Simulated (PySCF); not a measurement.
# Be⁺: ionisation energy

Be⁺ [He] 2s1 (2S) → Be²⁺ 1s2 (1S), as a difference of total energies. All numbers are calculated (PySCF 2.14, no relativity, point nucleus, in pcseg-2). The calculations carry no spin-orbit coupling.

| method | ionisation energy (eV) |
| --- | --- |
| UHF | 18.118 |
| TPSS | 18.364 |
| B3LYP | 18.601 |

For comparison: 18.211 eV (measured; NIST Atomic Spectra Database, ionization energies).
